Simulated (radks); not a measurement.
Values are calculated unless marked as measured or tabulated.
Initial-state core-level shifts of neutral silver when its valence configuration changes from [Kr] 4d10 5s1. Level of theory: scalar-relativistic Kohn-Sham, LDA (Slater exchange, Perdew-Wang correlation), spin-unpolarised, spherical densities, finite nucleus; Fermi nuclear charge, rms radius 4.5454 fm (a radial shooting solver on a logarithmic mesh with Libxc functionals). Shifts are changes of the shell-averaged eigenvalues in eV (positive: less bound); the change of the density at the nucleus, which sets a Mossbauer isomer shift, is in e/bohr^3, on a base of 1.487e+05.

| valence | 1s | 2s | 2p | 3d | density at nucleus |
|---|---|---|---|---|---|
| 4d9 5s2 | -4.244 | -4.477 | -4.460 | -4.420 | +26.17 |
| 4d9 5s1 5p1 | -6.073 | -6.260 | -6.244 | -6.220 | +7.03 |
| 4d8 5s1 5p2 | -12.277 | -12.734 | -12.696 | -12.599 | +15.19 |
| 4d9.5 5s1.5 | -2.054 | -2.162 | -2.154 | -2.139 | +12.15 |
| 4d9.5 5s0.5 5p1 | -3.935 | -3.992 | -3.985 | -3.989 | -6.28 |
| 4d10 5p1 | -1.941 | -1.882 | -1.884 | -1.904 | -17.85 |
| 4d8 5s1.5 5p1.5 | -11.531 | -12.004 | -11.966 | -11.860 | +27.53 |
| 4d8 5s0.5 5p2.5 | -12.991 | -13.433 | -13.394 | -13.305 | +2.16 |
| 4d9.5 5s1 5p0.5 | -3.045 | -3.127 | -3.120 | -3.115 | +3.35 |
